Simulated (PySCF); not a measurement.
**Computed structure and properties of LaH3(NH3)**

System: LaH3(NH3) (singlet); start: template (C3v). Method: PySCF 2.14.0, RKS PBE0, La def2-SVP with ECP46, H def2-SVP, N def2-SVP; non-relativistic Hamiltonian with scalar-relativistic core potentials where named; density fitting; no spin-orbit coupling.

Input of the relaxation:

```python
mol = gto.M(atom='''
La     0.15798    -0.15798     0.15798
H      1.48588     1.16992     1.48588
H     -1.16992    -1.48588     1.48588
H      1.48588    -1.48588    -1.16992
N     -1.35472     1.35472    -1.35472
H     -1.96782     1.96782    -0.81762
H     -0.81762     1.96782    -1.96782
H     -1.96782     0.81762    -1.96782''',
    basis={'La': 'def2-SVP', 'H': 'def2-SVP', 'N': 'def2-SVP'},
    ecp={'La': 'def2-SVP'},
    charge=0, spin=0)
mf = dft.RKS(mol, xc='PBE0')
mf.grids.atom_grid = (50, 194)  # f atoms: unpruned, at least (60, 302)
mf = mf.density_fit()  # fitting sets: La def2-universal-JKFIT, H def2-universal-JKFIT, N def2-universal-JKFIT
mf.conv_tol = 1e-08; mf.max_cycle = 55
mf.kernel(dm0)  # dm0: converged density of the start geometry
# quasi-Newton relaxation in Cartesian coordinates to a largest gradient under 0.00045 Eh/bohr, steps kept in the point group
```

Run from Python with OMP_NUM_THREADS=2; the lines above give its settings. Where DIIS fails, smearing, a level shift and second-order steps follow.
It took 30 s on 2 threads of Intel(R) Xeon(R) Processor @ 2.50GHz (Skylake/Cascade Lake), on a shared host, from the converged density of the start.

Course of the relaxation:

```json
{"step": "0", "energy above end (eV)": "0.2655", "largest force component within the symmetry (eV/Å)": "0.954"}
{"step": "1", "energy above end (eV)": "0.1302", "largest force component within the symmetry (eV/Å)": "0.684"}
{"step": "2", "energy above end (eV)": "0.0058", "largest force component within the symmetry (eV/Å)": "0.099"}
{"step": "3", "energy above end (eV)": "0.0038", "largest force component within the symmetry (eV/Å)": "0.082"}
{"step": "4", "energy above end (eV)": "0.0000", "largest force component within the symmetry (eV/Å)": "0.006"}
```

Relaxed geometry (C3v):

```xyz
8

La    0.2385   -0.2385    0.2385
H     1.3879    1.1738    1.3879
H    -1.1738   -1.3879    1.3879
H     1.3879   -1.3879   -1.1738
N    -1.3247    1.3247   -1.3247
H    -1.9391    1.9391   -0.7857
H    -0.7857    1.9391   -1.9391
H    -1.9391    0.7857   -1.9391
```

```
     contact      Å
  La1–H2 (H)  2.153
  La1–H3 (H)  2.153
  La1–H4 (H)  2.153
La1–N5 (NH3)  2.708
```

On the finer grid (75, 302):

The HOMO is -6.02 eV and the LUMO is -0.98 eV. The dipole about the centre of mass is 7.60 D and the set of Mulliken populations of La1 outside the core potential is s 2.55, p 6.25, d 1.38, f 0.05. The D3(BJ) dispersion energy (not in the energies) is -0.099 eV.

```json
{"atom": "La1", "Mulliken (e)": "0.77", "Löwdin (e)": "0.40", "spin (e)": "0.00"}
{"atom": "H2", "Mulliken (e)": "-0.31", "Löwdin (e)": "-0.23", "spin (e)": "0.00"}
{"atom": "H3", "Mulliken (e)": "-0.31", "Löwdin (e)": "-0.23", "spin (e)": "0.00"}
{"atom": "H4", "Mulliken (e)": "-0.31", "Löwdin (e)": "-0.23", "spin (e)": "0.00"}
{"atom": "N5", "Mulliken (e)": "-0.33", "Löwdin (e)": "-0.04", "spin (e)": "0.00"}
{"atom": "H6", "Mulliken (e)": "0.17", "Löwdin (e)": "0.11", "spin (e)": "0.00"}
{"atom": "H7", "Mulliken (e)": "0.17", "Löwdin (e)": "0.11", "spin (e)": "0.00"}
{"atom": "H8", "Mulliken (e)": "0.17", "Löwdin (e)": "0.11", "spin (e)": "0.00"}
```

On the grid (50, 194), as all that follows. Harmonic modes: a minimum within the noise of the softest modes; lowest 34 cm⁻¹ (negative: unstable), highest 3605 cm⁻¹, zero-point energy 1.358 eV.

Taking off one H (charge -1, singlet; the rest: singlet) in vacuum, both parts rigid, costs 8.51 eV; the small basis without counterpoise inflates it. Most of it is the attraction of opposite charges; other ways to part are cheaper, and one spin state was tried for the rest.

Rigid scan of H along the line from its metal:

(distance to H2 (Å), energy (eV)): (1.85, 0.398), (1.95, 0.158), (2.05, 0.035), (2.15, 0.000), (2.25, 0.030), (2.35, 0.107), (2.55, 0.354), (2.85, 0.833), (3.25, 1.492), (3.75, 2.217)

Taking off one NH3 (charge 0, singlet; the rest: singlet) in vacuum, both parts rigid, costs 1.28 eV; the small basis without counterpoise inflates it.

Rigid scan of NH3 along the line from its metal:

```
distance to N5 (Å)  energy (eV)
              2.41        0.260
              2.51        0.098
              2.61        0.020
              2.71        0.000
              2.81        0.018
              2.91        0.061
              3.11        0.184
              3.41        0.389
              3.81        0.623
              4.31        0.828
```

One start shape was tried, so this needn't be the lowest isomer.
